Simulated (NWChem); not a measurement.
Program: NWChem. System: cyclopentadiene (C$_{5}$H$_{6}$), charge 0, spin multiplicity 1, at a geometry optimised with B3LYP/def2-SVP. Level: RHF/cc-pVDZ.

Input file:

```
start mol
memory heap 200 mb stack 900 mb global 1100 mb
geometry units angstroms nocenter noautoz
  C     -0.735020     0.000000    -0.993310
  C     -1.181027     0.000000     0.283951
  C      0.000000     0.000000     1.216542
  C      1.181027     0.000000     0.283951
  C      0.735020     0.000000    -0.993310
  H     -1.354661     0.000000    -1.892331
  H     -2.221441     0.000000     0.612409
  H      0.000000    -0.881808     1.886455
  H      0.000000     0.881808     1.886455
  H      2.221441     0.000000     0.612409
  H      1.354661     0.000000    -1.892331
  symmetry group C2v
end
basis spherical
  * library cc-pvdz
end
scf
  rhf
  nopen 0
  maxiter 100
  thresh 1e-7
  semidirect memsize 60000000 filesize 0
end
task scf energy
```

NWChem printed:

```
             Northwest Computational Chemistry Package (NWChem) 7.3.0
             --------------------------------------------------------

                                NWChem Input Module
                                -------------------

 Scaling coordinates for geometry "geometry" by  1.889725989
 (inverse scale =  0.529177249)

 Turning off AUTOSYM since
 SYMMETRY directive was detected!

                             Geometry "geometry" -> ""
                             -------------------------

 Output coordinates in angstroms (scale by  1.889725989 to convert to a.u.)

  No.       Tag          Charge          X              Y              Z
 ---- ---------------- ---------- -------------- -------------- --------------
    1 C                    6.0000    -0.73502000     0.00000000    -0.99331000
    2 C                    6.0000    -1.18102700     0.00000000     0.28395100
    3 C                    6.0000     0.00000000     0.00000000     1.21654200
    4 C                    6.0000     1.18102700     0.00000000     0.28395100
    5 C                    6.0000     0.73502000     0.00000000    -0.99331000
    6 H                    1.0000    -1.35466100     0.00000000    -1.89233100
    7 H                    1.0000    -2.22144100     0.00000000     0.61240900
    8 H                    1.0000     0.00000000    -0.88180800     1.88645500
    9 H                    1.0000     0.00000000     0.88180800     1.88645500
   10 H                    1.0000     2.22144100     0.00000000     0.61240900
   11 H                    1.0000     1.35466100     0.00000000    -1.89233100

 Effective nuclear repulsion energy (a.u.)     156.1428423222

            Nuclear Dipole moment (a.u.)
            ----------------------------
        X                 Y               Z
 ---------------- ---------------- ----------------
    -0.0000000000     0.0000000000     0.0000188973

      Symmetry information
      --------------------

 Group name             C2v
 Group number             16
 Group order               4
 No. of unique centers     6

      Symmetry unique atoms

     1    2    3    6    7    8


 Summary of "ao basis" -> "" (spherical)
 ------------------------------------------------------------------------------
       Tag                 Description            Shells   Functions and Types
 ---------------- ------------------------------  ------  ---------------------
 *                          cc-pvdz                   on all atoms

 Summary of "ao basis" -> "ao basis" (spherical)
 ------------------------------------------------------------------------------
       Tag                 Description            Shells   Functions and Types
 ---------------- ------------------------------  ------  ---------------------
 C                          cc-pvdz                  6       14   3s2p1d
 H                          cc-pvdz                  3        5   2s1p

                                 NWChem SCF Module
                                 -----------------

  ao basis        = "ao basis"
  functions       =   100
  atoms           =    11
  closed shells   =    18
  open shells     =     0
  charge          =   0.00
  wavefunction    = RHF
  use symmetry    = T
  symmetry adapt  = T

 Summary of "ao basis" -> "ao basis" (spherical)
 ------------------------------------------------------------------------------
       Tag                 Description            Shells   Functions and Types
 ---------------- ------------------------------  ------  ---------------------
 C                          cc-pvdz                  6       14   3s2p1d
 H                          cc-pvdz                  3        5   2s1p

      Symmetry analysis of basis
      --------------------------

        a1         39
        a2         12
        b1         32
        b2         17

 Forming initial guess at       0.1s

      Superposition of Atomic Density Guess
      -------------------------------------

 Sum of atomic energies:        -191.32640455

      Non-variational initial energy
      ------------------------------

 Total energy =    -194.832038
 1-e energy   =    -564.324201
 2-e energy   =     213.349321
 HOMO         =      -0.252959
 LUMO         =      -0.025996

      Symmetry analysis of molecular orbitals - initial
      -------------------------------------------------

  Numbering of irreducible representations:

     1 a1          2 a2          3 b1          4 b2

  Orbital symmetries:

     1 a1          2 a1          3 b1          4 a1          5 b1
     6 a1          7 b1          8 a1          9 a1         10 b1
    11 a1         12 b2         13 b1         14 a1         15 b1
    16 a1         17 b2         18 a2         19 b2         20 a2
    21 a1         22 a1         23 b1         24 b1         25 a1
    26 b2         27 b1         28 a1

 Starting SCF solution at       1.1s

 ----------------------------------------------
         Quadratically convergent ROHF

 Convergence threshold     :          1.000E-07
 Maximum no. of iterations :          100
 Final Fock-matrix accuracy:          1.000E-09
 ----------------------------------------------

              iter       energy          gnorm     gmax       time
             ----- ------------------- --------- --------- --------
                 1     -192.7460385731  7.82D-01  1.99D-01      1.2
                 2     -192.8012333224  2.45D-01  6.07D-02      1.2
                 3     -192.8074361571  1.50D-02  6.80D-03      1.3
                 4     -192.8074740141  1.04D-04  4.02D-05      1.6
                 5     -192.8074740157  3.89D-09  2.03D-09      2.0

       Final RHF  results
       ------------------

         Total SCF energy =   -192.807474015724
      One-electron energy =   -568.384535832094
      Two-electron energy =    219.434219494120
 Nuclear repulsion energy =    156.142842322250

        Time for solution =      0.8s

       Symmetry analysis of molecular orbitals - final
       -----------------------------------------------

  Numbering of irreducible representations:

     1 a1          2 a2          3 b1          4 b2

  Orbital symmetries:

     1 a1          2 a1          3 b1          4 a1          5 b1
     6 a1          7 b1          8 a1          9 a1         10 b1
    11 a1         12 b2         13 b1         14 a1         15 a1
    16 b1         17 b2         18 a2         19 b2         20 a1
    21 a1         22 b1         23 a2         24 a1         25 b1
    26 b2         27 b1         28 a1

             Final eigenvalues
             -----------------

              1
    1  -11.2367
    2  -11.2328
    3  -11.2322
    4  -11.2304
    5  -11.2304
    6   -1.1464
    7   -0.9597
    8   -0.9509
    9   -0.7500
   10   -0.7218
   11   -0.6885
   12   -0.5857
   13   -0.5548
   14   -0.5226
   15   -0.5037
   16   -0.4985
   17   -0.4087
   18   -0.3041
   19    0.1285
   20    0.1932
   21    0.2271
   22    0.2329
   23    0.2456
   24    0.2507
   25    0.2540
   26    0.2619
   27    0.3660
   28    0.3807

                       ROHF Final Molecular Orbital Analysis
                       -------------------------------------

 Vector   16  Occ=2.000000D+00  E=-4.985264D-01  Symmetry=b1
              MO Center= -6.2D-15,  6.5D-17,  3.8D-01, r^2= 2.9D+00
   Bfn.  Coefficient  Atom+Function         Bfn.  Coefficient  Atom+Function
  ----- ------------  ---------------      ----- ------------  ---------------
    32      0.369667   3 C  px               18     -0.240998   2 C  px
    46     -0.240998   4 C  px               20     -0.187372   2 C  pz
    48      0.187372   4 C  pz               35      0.179940   3 C  px
    76      0.163598   7 H  s                91     -0.163598  10 H  s

 Vector   17  Occ=2.000000D+00  E=-4.087267D-01  Symmetry=b2
              MO Center= -5.6D-16,  2.1D-16, -2.3D-01, r^2= 2.7D+00
   Bfn.  Coefficient  Atom+Function         Bfn.  Coefficient  Atom+Function
  ----- ------------  ---------------      ----- ------------  ---------------
     5      0.294491   1 C  py               61      0.294491   5 C  py
     8      0.204439   1 C  py               64      0.204439   5 C  py
    19      0.176969   2 C  py               47      0.176969   4 C  py
    33     -0.175329   3 C  py               81      0.165526   8 H  s
    86     -0.165526   9 H  s

 Vector   18  Occ=2.000000D+00  E=-3.041010D-01  Symmetry=a2
              MO Center=  4.0D-16,  7.9D-18, -1.5D-01, r^2= 2.7D+00
   Bfn.  Coefficient  Atom+Function         Bfn.  Coefficient  Atom+Function
  ----- ------------  ---------------      ----- ------------  ---------------
    19      0.323485   2 C  py               47     -0.323485   4 C  py
    22      0.282855   2 C  py               50     -0.282855   4 C  py
     5      0.237546   1 C  py               61     -0.237546   5 C  py
     8      0.209706   1 C  py               64     -0.209706   5 C  py

 Vector   19  Occ=0.000000D+00  E= 1.285010D-01  Symmetry=b2
              MO Center=  3.3D-15,  2.0D-15, -9.9D-03, r^2= 3.5D+00
   Bfn.  Coefficient  Atom+Function         Bfn.  Coefficient  Atom+Function
  ----- ------------  ---------------      ----- ------------  ---------------
    22      0.509250   2 C  py               50      0.509250   4 C  py
     8     -0.364670   1 C  py               64     -0.364670   5 C  py
    82      0.321334   8 H  s                87     -0.321334   9 H  s
    19      0.289925   2 C  py               47      0.289925   4 C  py
     5     -0.207271   1 C  py               61     -0.207271   5 C  py

 Vector   20  Occ=0.000000D+00  E= 1.932104D-01  Symmetry=a1
              MO Center= -4.4D-14, -4.2D-16,  4.1D-01, r^2= 8.9D+00
   Bfn.  Coefficient  Atom+Function         Bfn.  Coefficient  Atom+Function
  ----- ------------  ---------------      ----- ------------  ---------------
    31      1.273365   3 C  s                77     -0.828935   7 H  s
    92     -0.828935  10 H  s                82     -0.788825   8 H  s
    87     -0.788825   9 H  s                72     -0.738876   6 H  s
    97     -0.738876  11 H  s                 3      0.603520   1 C  s
    59      0.603520   5 C  s                17      0.537784   2 C  s

 Vector   21  Occ=0.000000D+00  E= 2.270771D-01  Symmetry=a1
              MO Center=  4.4D-16,  3.7D-17, -1.6D-01, r^2= 9.4D+00
   Bfn.  Coefficient  Atom+Function         Bfn.  Coefficient  Atom+Function
  ----- ------------  ---------------      ----- ------------  ---------------
    31      1.562878   3 C  s                72      1.157439   6 H  s
    97      1.157439  11 H  s                82     -1.022212   8 H  s
    87     -1.022212   9 H  s                 3     -0.872645   1 C  s
    59     -0.872645   5 C  s                37      0.653058   3 C  pz
     9      0.437926   1 C  pz               65      0.437926   5 C  pz

 center of mass
 --------------
 x =  -0.00000000 y =   0.00000000 z =  -0.03443591

 moments of inertia (a.u.)
 ------------------
         214.503419179715           0.000000000000           0.000000000000
           0.000000000000         423.483254077073           0.000000000000
           0.000000000000           0.000000000000         220.173978120681

  Mulliken analysis of the total density
  --------------------------------------

    Atom       Charge   Shell Charges
 -----------   ------   -------------------------------------------------------
    1 C    6     6.02   2.00  0.66  0.48  1.99  0.82  0.08
    2 C    6     6.11   2.00  0.66  0.52  1.98  0.87  0.08
    3 C    6     5.97   2.01  0.66  0.34  2.04  0.84  0.08
    4 C    6     6.11   2.00  0.66  0.52  1.98  0.87  0.08
    5 C    6     6.02   2.00  0.66  0.48  1.99  0.82  0.08
    6 H    1     0.98   0.75  0.19  0.03
    7 H    1     0.97   0.75  0.19  0.03
    8 H    1     0.94   0.74  0.17  0.03
    9 H    1     0.94   0.74  0.17  0.03
   10 H    1     0.97   0.75  0.19  0.03
   11 H    1     0.98   0.75  0.19  0.03

       Multipole analysis of the density wrt the origin
       ------------------------------------------------

     L   x y z        total         open         nuclear
     -   - - -        -----         ----         -------
     0   0 0 0      0.000000      0.000000     36.000000

     1   1 0 0      0.000000      0.000000     -0.000000
     1   0 1 0     -0.000000      0.000000      0.000000
     1   0 0 1      0.143271      0.000000      0.000019

     2   2 0 0    -21.396532      0.000000    131.275049
     2   1 1 0     -0.000000      0.000000      0.000000
     2   1 0 1     -0.000000      0.000000      0.000000
     2   0 2 0    -24.909553      0.000000      5.553615
     2   0 1 1      0.000000      0.000000      0.000000
     2   0 0 2    -20.274848      0.000000    131.117731

 Task  times  cpu:        2.0s     wall:        2.0s

 Total times  cpu:        2.0s     wall:        2.0s
```
